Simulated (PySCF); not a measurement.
# Ge4H4S6: core ionisation energies

Compound: (HGe)4S6 adamantane, Ge₄H₄S₆.
Cartesian coordinates in Å at the PBE0-D3(BJ)/def2-SVP level; atoms count from 1:
```xyz
14
Ge4H4S6 angstrom
Ge    -1.467   -1.543    0.101
H     -2.525   -2.650    0.169
S     -0.973   -1.296   -2.055
Ge     0.561    0.316   -2.023
H      0.962    0.542   -3.484
S      2.421   -0.292   -0.959
Ge     1.707   -0.581    1.130
H      2.936   -0.993    1.948
S      0.260   -2.265    1.307
S      0.967    1.305    2.055
Ge    -0.807    1.795    0.805
H     -1.394    3.086    1.382
S     -2.421    0.270    0.968
S     -0.246    2.261   -1.299
```

Method: PySCF 2.14.0, delta-SCF UKS SCAN, pcX-2 on the ionised atom, pcseg-1 elsewhere, spin-free X2C. Binding energies are ΔSCF values: E(core-ionised, relaxed orbitals) − E(ground state) at a fixed geometry, referred to the vacuum level.

Q: Give the core binding energies atom by atom.

A: 
| atom(s) | environment | level | binding energy (eV) | count |
| --- | --- | --- | --- | --- |
| S3 (×6) | sulfur bonded to 2 Ge | S 1s | 2476.44 | 6 |

Q: Which photon energy gives electrons from S 1s of S3 (×6) a kinetic energy of 200 eV, and what is their de Broglie wavelength?

A: hν = 2476.44 + 200 = 2676.44 eV, recoil neglected; λ = 12.264 Å/√(E/eV) = 0.87 Å.

Atoms equivalent by their bonding share one computed value, that of the first of them. Not every level is listed. No level of germanium is listed. One conformer (not necessarily the lowest) at the PBE0-D3(BJ)/def2-SVP geometry, without solvent, vibrations or thermal averaging.
